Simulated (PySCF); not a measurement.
C3H10Si3, SMILES C=CC1[SiH2][SiH2][SiH2]1.

Geometry optimised at B3LYP-D3(BJ)/def2-SVP. The structure was generated by enumeration, and PubChem lists no compound with its InChIKey, so it may never have been made. The values are those of a single conformer.

Calculation: PBE/def2-TZVP run with PySCF.

Symmetry labels are those of the subgroup Cs that the program uses (full group Cs).

Problem. List the valence orbital energies around the gap with their symmetry. (The exact figures need the calculation; the answer reports its results.)

Solution. 
```csv
orbital,symmetry,energy (eV)
HOMO−7,A',-8.89
HOMO−6,A",-8.48
HOMO−5,A',-8.44
HOMO−4,A",-8.27
HOMO−3,A',-7.98
HOMO−2,A',-7.09
HOMO−1,A",-6.38
HOMO,A",-5.84
LUMO,A',-1.39
LUMO+1,A",-1.25
LUMO+2,A',-1.17
LUMO+3,A',-0.26
```
